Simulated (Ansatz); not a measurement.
Consider the formal exchange of groups at the Al–Ga bond: `[CH3][Al]([GaH2])[Br]` + `C=CCBr` → `[CH3][Al]([Br])[Br]` + `C=C[CH2][GaH2]`.

Program: Ansatz. Geometries: PBE0-D4/def2-TZVP. ΔE: electronic, gas phase. CCSD(T)/CBS adds triple-zeta CCSD(T) − MP2 to the extrapolated MP2 energy (def2 sets, frozen cores). DFT in def2-TZVPP. For Br, Ga outer-core shells are correlated without core-valence functions, which leaves a few kJ/mol of doubt a bond. Scalar relativity is left out up to krypton. Each species was taken in one conformer, which may not be the lowest.

```tsv
level	ΔE (kJ/mol)
B97M-V	-191.6
r2SCANh-D4	-199.1
r2SCAN0-D4	-199.7
MP2/CBS(def2)	-213.5
```

What does CCSD(T)/CBS give? (Best estimate.)

Computed: -194.9 kJ/mol. The listed levels differ from it by 3.3, -4.2, -4.8, -18.6 kJ/mol.

Largest T1 diagnostic among the species: 0.013.

At CCSD(T), def2-SVP lies +5.8 kJ/mol from the extrapolated value and def2-TZVPP +5.9 kJ/mol. In def2-TZVPP, CCSD(T) changes the Hartree–Fock value by −17.9 kJ/mol (the triples alone add −3.5 kJ/mol) and MP2 by −36.5 kJ/mol. The D4 term adds −5.7 kJ/mol with B3LYP and −2.8 kJ/mol with PBE0; it sums over pairs of atoms, weighted by their polarisabilities, and B3LYP, whose exchange is more repulsive, gets the larger term.

B3LYP here is the variant with VWN-RPA as its local correlation; programs differ in this.
